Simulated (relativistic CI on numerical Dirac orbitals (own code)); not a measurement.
# Cd3+ (4d9) in a crystal field

Calculated by Dirac-Coulomb-Breit CI, KLI orbitals optimised for each configuration, a model potential for QED, valence Slater integrals scaled by 0.85, one configuration in a parametric crystal field (own radial code).

Field parameters in Wybourne normalisation: D3d B²₀ = −7Dσ, B⁴₀ = −14Dq − 21Dτ, B⁴₃ = −14√(10/7) Dq. The field is a parameter set, without covalency.

S is read from ⟨S²⟩ = S(S + 1).

Levels (cm⁻¹, degeneracy): 0 (2), 243 (2), 28463 (2), 31095 (2), 35247 (2).

Q: Which field gives this pattern?
A. D3d, 10Dq = 30300, Dσ = -760, Dτ = 180 cm⁻¹
B. D3d, 10Dq = 30300, Dσ = 1200, Dτ = 180 cm⁻¹
C. D3d, 10Dq = 30300, Dσ = 110, Dτ = 180 cm⁻¹
D. D3d, 10Dq = 30300, Dσ = -330, Dτ = 180 cm⁻¹

A: B. D3d, 10Dq = 30300, Dσ = 1200, Dτ = 180 cm⁻¹, ground level with S = 0.50.
